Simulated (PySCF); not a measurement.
Species: C₆H₃F₃.
InChI=1S/C6H3F3/c1-2-3-4-5-6(7,8)9/h3H,1H2

Method used: TDDFT CAM-B3LYP/def2-SVPD, vertical, gas phase, core orbitals frozen in the response in PySCF 2.14.0, density-fitted response routines. Isolated species at its GFN2-xTB geometry, gas phase.

Question: What does the calculation give for the low-lying excited states?

Answer: 

```csv
state,E (eV),λ (nm),f,|μ| (D),symmetry,"main configurations (H = HOMO, L = LUMO)"
S1,5.48,226.1,0.0003,0.13,–,"H→L+1 (77%), H-1→L (10%)"
S2,5.62,220.6,0.0007,0.18,–,H-1→L (82%)
S3,5.69,217.8,0.341,3.97,A′,H→L (79%)
S4,5.83,212.6,0.0001,0.06,–,H-2→L (86%)
S5,6.33,195.7,0.0001,0.08,–,"H→L+3 (78%), H-3→L+1 (9%)"
S6,7.15,173.4,0.0003,0.10,–,H→L+2 (84%)
S7,7.46,166.2,0.480,4.12,A′,"H-2→L+1 (37%), H-3→L (26%), H→L (15%)"
S8,7.70,160.9,0.689,4.86,A′,H-1→L+1 (88%)
```

Triplets (Tamm–Dancoff): T1 3.66 eV, H→L (93%); T2 4.87 eV, H-1→L+1 (65%), H-1→L+3 (17%); T3 5.13 eV, H→L+1 (63%), H-2→L (20%).

The lowest singlet lies at 5.48 eV (226 nm, ultraviolet) and is dark (f under 0.0005); its leading configuration is HOMO→LUMO+1 (77%). The strongest level in the table is S8 at 7.70 eV (161 nm, f = 0.689). It is the last of those listed, so stronger ones may follow. Löwdin shares by element: HOMO carbon 83% or more (atoms not listed hold the other 17%); LUMO carbon 73% or more (atoms not listed hold the other 27%). The listed states span 2.22 eV, and the widest gap between neighbours is 0.82 eV (S5 to S6). Orbital energies (eV): HOMO-3 -11.90, HOMO-2 -10.36, HOMO-1 -10.15, HOMO -9.02, LUMO -0.46, LUMO+1 0.38, LUMO+2 1.08. The oscillator strengths of these states sum to 1.512; summed over the whole spectrum of an exact calculation they would give the number of electrons, 66 (Thomas–Reiche–Kuhn). Symmetry labels in Cs follow from the direction of the transition dipole and are given only for states with f of 0.002 or more. Only the lowest 8 singlets were computed, as vertical energies without vibronic structure.
